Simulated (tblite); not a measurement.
Species: C3H7F3OSi.
Atom-mapped SMILES: `[CH3:1][C@@H:2]([O:3][SiH3:4])[C:5]([F:6])([F:7])[F:8]` (hydrogens: H9, H10, H11 on C1; H12 on C2; H13, H14, H15 on Si4)

Computed with GFN2-xTB (tblite), gas phase: L-BFGS steps from a force-field or distance-geometry start until the largest atomic force falls under 0.01 eV/Å.

Step 152: E = -817.9234 eV
```
atom  x, y, z in Å  |  force x, y, z in eV/Å
C1     -1.1278    1.4110   -0.6124    0.005   0.018   0.001
C2     -0.2648    0.1651   -0.4403    0.007   0.011   0.005
O3      0.7605    0.4274    0.4466    0.021   0.014  -0.006
Si4     2.1742   -0.3433    0.7184    0.014   0.006  -0.010
C5     -1.1197   -0.9917    0.0899    0.006  -0.005   0.007
F6     -1.5408   -0.7919    1.3407    0.001   0.011  -0.006
F7     -2.2141   -1.1887   -0.6628    0.010  -0.015  -0.003
F8     -0.4476   -2.1533    0.0872    0.009   0.009   0.002
H9     -1.9097    1.2356   -1.3459   -0.010   0.000   0.009
H10    -1.5739    1.6814    0.3425    0.008  -0.008  -0.018
H11    -0.4945    2.2293   -0.9450   -0.022  -0.012   0.002
H12     0.1321   -0.1713   -1.4113   -0.007   0.004   0.005
H13     1.9852   -1.5811    1.4701   -0.005  -0.001  -0.024
H14     2.8121   -0.6373   -0.5708   -0.022  -0.006   0.046
H15     2.8247    0.7170    1.4715   -0.013  -0.027  -0.010
```

Step 153: E = -817.9239 eV
```
atom  x, y, z in Å  |  force x, y, z in eV/Å
C1     -1.1337    1.4133   -0.6063    0.023   0.017  -0.013
C2     -0.2637    0.1713   -0.4468    0.022  -0.004   0.005
O3      0.7637    0.4337    0.4377    0.016   0.026  -0.010
Si4     2.1688   -0.3472    0.7234   -0.013   0.021   0.033
C5     -1.1100   -0.9924    0.0792    0.015   0.001   0.020
F6     -1.5236   -0.8007    1.3332   -0.020   0.009   0.022
F7     -2.2079   -1.1907   -0.6676    0.015  -0.024  -0.005
F8     -0.4309   -2.1496    0.0684    0.003  -0.010  -0.012
H9     -1.9215    1.2367   -1.3330   -0.014   0.006   0.013
H10    -1.5695    1.6774    0.3549    0.001   0.002  -0.024
H11    -0.5044    2.2329   -0.9433   -0.035   0.005   0.007
H12     0.1322   -0.1575   -1.4206   -0.007   0.007  -0.005
H13     1.9653   -1.5616    1.5074   -0.005  -0.013  -0.017
H14     2.7966   -0.6807   -0.5571    0.008  -0.018  -0.007
H15     2.8344    0.7232    1.4487   -0.009  -0.025  -0.007
```

Step 154: E = -817.9208 eV
```
atom  x, y, z in Å  |  force x, y, z in eV/Å
C1     -1.1543    1.4228   -0.5913    0.052   0.007  -0.010
C2     -0.2605    0.1935   -0.4662    0.019  -0.033   0.031
O3      0.7769    0.4603    0.4050    0.096  -0.012  -0.038
Si4     2.1527   -0.3591    0.7378    0.025  -0.090   0.060
C5     -1.0763   -0.9947    0.0533   -0.014  -0.050   0.072
F6     -1.4573   -0.8405    1.3258    0.007  -0.001  -0.092
F7     -2.1933   -1.1898   -0.6681    0.093  -0.036   0.047
F8     -0.3779   -2.1420   -0.0030   -0.072   0.071  -0.021
H9     -1.9429    1.2479   -1.3178   -0.013   0.013   0.020
H10    -1.5880    1.6553    0.3794    0.006   0.014  -0.045
H11    -0.5385    2.2591   -0.9140   -0.065  -0.002   0.020
H12     0.1265   -0.1122   -1.4515   -0.011   0.009   0.007
H13     1.8980   -1.4994    1.6354    0.035   0.172  -0.172
H14     2.7621   -0.8379   -0.5191   -0.096   0.069   0.184
H15     2.8686    0.7449    1.3727   -0.060  -0.132  -0.063
```

Step 155: E = -817.9244 eV
```
atom  x, y, z in Å  |  force x, y, z in eV/Å
C1     -1.1404    1.4159   -0.6043    0.033   0.033  -0.009
C2     -0.2625    0.1791   -0.4521    0.021  -0.017   0.015
O3      0.7688    0.4448    0.4269    0.021   0.027  -0.026
Si4     2.1634   -0.3499    0.7261   -0.029  -0.006  -0.038
C5     -1.0986   -0.9913    0.0761    0.001  -0.012   0.027
F6     -1.5013   -0.8081    1.3357   -0.011   0.007  -0.009
F7     -2.2033   -1.1916   -0.6614    0.048  -0.022   0.014
F8     -0.4123   -2.1446    0.0534   -0.020   0.005  -0.016
H9     -1.9200    1.2402   -1.3401   -0.015   0.015   0.014
H10    -1.5873    1.6642    0.3562    0.004   0.012  -0.030
H11    -0.5136    2.2447   -0.9258   -0.059  -0.019   0.013
H12     0.1291   -0.1451   -1.4290    0.001   0.005  -0.005
H13     1.9448   -1.5442    1.5305   -0.020  -0.066   0.029
H14     2.7874   -0.7267   -0.5450    0.000   0.004  -0.003
H15     2.8416    0.7207    1.4311    0.027   0.036   0.024
```

**Question.** Estimate the geometry and energy of step 156. (The exact step hangs on the optimiser's Hessian estimate; all steps are aligned on step 155, rigid shifts and turns removed.)

**Answer.** E = -817.9246 eV, largest force 0.095 eV/Å
```
atom  x, y, z in Å  |  force x, y, z in eV/Å
C1     -1.1396    1.4167   -0.6018    0.003  -0.018  -0.014
C2     -0.2624    0.1786   -0.4519    0.007  -0.012  -0.003
O3      0.7691    0.4426    0.4267    0.016   0.029  -0.017
Si4     2.1635   -0.3517    0.7264   -0.020   0.011   0.092
C5     -1.0994   -0.9925    0.0725    0.011  -0.013   0.019
F6     -1.5080   -0.8117    1.3299   -0.014   0.015   0.015
F7     -2.1994   -1.1946   -0.6699    0.007  -0.012  -0.008
F8     -0.4135   -2.1455    0.0507    0.012  -0.012  -0.007
H9     -1.9287    1.2424   -1.3275   -0.013  -0.008   0.005
H10    -1.5752    1.6706    0.3609   -0.011   0.017   0.013
H11    -0.5170    2.2413   -0.9339   -0.002   0.041  -0.006
H12     0.1285   -0.1440   -1.4299    0.001   0.006  -0.005
H13     1.9454   -1.5428    1.5440   -0.006   0.004  -0.031
H14     2.7858   -0.7269   -0.5422    0.020  -0.027  -0.048
H15     2.8466    0.7257    1.4243   -0.009  -0.021  -0.005
```

The energy changes by -0.0002 eV. The first-order estimate −F·Δx gives -0.0011 eV and the mean of the old and new forces, exact on a quadratic surface, -0.0003 eV. The step makes an angle of 78° with the force vector and moves no atom by more than 0.015 Å.

What follows is the cost of the whole relaxation. Time: 3.1 s. Hardware: Intel Xeon at 2.50 GHz, one thread, on a shared host.
